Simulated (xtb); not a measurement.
H5O3SSiTa, SMILES [OH][Ta]([OH])(=[S])[O][SiH3], multiplicity 1. All values are semi-empirical tight-binding results from xtb (GFN2-xTB unless named), good for trends rather than for accurate numbers. Geometry optimised at GFN2-xTB. The spin state was assumed, not searched. One conformer was computed; it need not be the lowest.

Optimised geometry:

```xyz
11

Ta    -0.4031     0.0616     0.2545
S      0.2414     2.1626    -0.2578
O     -0.1608     0.0461     2.0586
H     -0.0116     0.1856     2.9956
O     -1.9363    -0.0846    -0.7155
H     -2.7320    -0.0151    -1.2460
O      0.9648    -0.9558    -0.5696
Si     2.1446    -1.8011    -1.2847
H      3.2055    -1.9746    -0.2849
H      2.5847    -1.0343    -2.4532
H      1.5527    -3.0919    -1.6669
```
Charge 0, spin multiplicity 1.

The geometry has at least one imaginary mode, so it is a saddle point at that level.

For metal compounds this method's bond lengths and energies can be far off.

**Question.** Estimate the properties. (Estimate from the structure and the level; the computed values follow.)

**Answer.** 
```
Item           Value
-----------  -------
orbital gap  2.36 eV
```

**Question.** Give the atomic charges and the Wiberg bond orders between heavy atoms. (Estimate from the structure and the level; the computed values follow.)

**Answer.** charges (e) Ta1 1.14, S2 -0.37, O3 -0.59, H4 0.34, O5 -0.59, H6 0.34, O7 -0.56, Si8 0.52, H9 -0.07, H10 -0.06, H11 -0.08. Bond orders Ta1–S2 2.00, Ta1–O3 1.11, Ta1–O5 1.11, Ta1–O7 0.99, O7–Si8 1.02.
